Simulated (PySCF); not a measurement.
naphthalene (C₁₀H₈), SMILES c1ccc2ccccc2c1. The structure is a stationary point at r2SCAN-D4/def2-SVP.

Calculation: r2SCAN-D4/def2-SVP run with PySCF 2.14.0.

Harmonic wavenumbers (cm⁻¹): 171, 185, 364, 396, 481, 488, 514, 520, 629, 645, 725, 777, 799, 802, 806, 849, 907, 943, 962, 982, 1001, 1006, 1043, 1051, 1141, 1158, 1163, 1166, 1244, 1257, 1276, 1405, 1434, 1437, 1484, 1489, 1559, 1629, 1649, 1685, 3169, 3170, 3173, 3175, 3187, 3187, 3199, 3199. Rotational constants (GHz): 3.103, 1.226, 0.8789; symmetry number 4.

**Question.** Work out the zero-point energy and the ideal-gas rigid-rotor harmonic-oscillator thermochemistry at 298.15 K and 1 atm.

**Answer.** ZPE = ½ Σ hcν = ½ × 64679 cm⁻¹ = 92.46 kcal/mol. H − E(el) = 97.34 kcal/mol. Entropy in cal/(mol K): translation 40.46, rotation 26.20, vibration 12.68, total 79.34. G − E(el) = 73.68 kcal/mol. Cp = 30.85 cal/(mol K).
